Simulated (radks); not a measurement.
Task: All-electron atom: Tb54+ in [Ne] 3s1. All-electron calculation, scalar-relativistic Kohn-Sham, PBEsol, spin-polarised, spherical densities, point nucleus; open shells are filled with parallel spins first (spin-orbit coupling, left out, can overturn this in heavy ions). Program: a radial shooting solver on a logarithmic mesh with Libxc functionals. Some entries of the table are withheld. Estimate them.

orbital  occ.  eigenvalue (eV)  <r^2> (bohr^2)  <1/r> (bohr^-1)
1s up       1        -56044.56       0.0006306            73.14
1s down     1        -56040.80       0.0006307            73.13
2s up       1        -12549.69        0.009549            17.26
2s down     1        -12545.40        0.009541            17.27
2p up       3              (1)             (2)            16.05
2p down     3              (3)             (4)            16.05
3s up       1        -5184.198         0.05259            7.107
3s down     0        -5160.556         0.05252            7.116

Result: 
(1) 2p up eigenvalue (eV): -11635.37
(2) 2p up <r^2> (bohr^2): 0.007644
(3) 2p down eigenvalue (eV): -11631.54
(4) 2p down <r^2> (bohr^2): 0.007637
